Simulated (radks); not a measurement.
Spin polarisation of the 3p1 shell in P2+. Start: [Ne] 3s2 3p(up 0.5, down 0.5); electrons of 3p are moved from spin down to spin up, other shells keep equal spins. All-electron calculation, scalar-relativistic Kohn-Sham, r2SCAN, spin-polarised, spherical densities, finite nucleus; meta-GGA in the generalised Kohn-Sham scheme; Fermi nuclear charge, rms radius of each element as measured or else 0.836 A^(1/3) + 0.57 fm. Program: a radial shooting solver on a logarithmic mesh with Libxc functionals.

[
 {"moment (Bohr magnetons)": "0", "E - E(0) (eV)": "0.000", "e(3p up) (eV)": "-24.169", "e(3p down) (eV)": "-24.169", "3s down minus up (eV)": "0.000", "2p down minus up (eV)": "0.000", "2s down minus up (eV)": "0.000"},
 {"moment (Bohr magnetons)": "0.25", "E - E(0) (eV)": "-0.027", "e(3p up) (eV)": "-24.379", "e(3p down) (eV)": "-23.940", "3s down minus up (eV)": "0.445", "2p down minus up (eV)": "0.064", "2s down minus up (eV)": "0.034"},
 {"moment (Bohr magnetons)": "0.5", "E - E(0) (eV)": "-0.110", "e(3p up) (eV)": "-24.574", "e(3p down) (eV)": "-23.689", "3s down minus up (eV)": "0.897", "2p down minus up (eV)": "0.128", "2s down minus up (eV)": "0.068"},
 {"moment (Bohr magnetons)": "0.75", "E - E(0) (eV)": "-0.249", "e(3p up) (eV)": "-24.755", "e(3p down) (eV)": "-23.419", "3s down minus up (eV)": "1.363", "2p down minus up (eV)": "0.191", "2s down minus up (eV)": "0.102"},
 {"moment (Bohr magnetons)": "1", "E - E(0) (eV)": "-0.443", "e(3p up) (eV)": "-24.927", "e(3p down) (eV)": "-23.182", "3s down minus up (eV)": "1.848", "2p down minus up (eV)": "0.254", "2s down minus up (eV)": "0.136"}
]

At moment 1 the spin-polarisation energy is -0.443 eV and the 3p exchange splitting 1.745 eV, that is 1.745 eV per Bohr magneton; E = -I m^2/4 would give I = 1.772 eV.
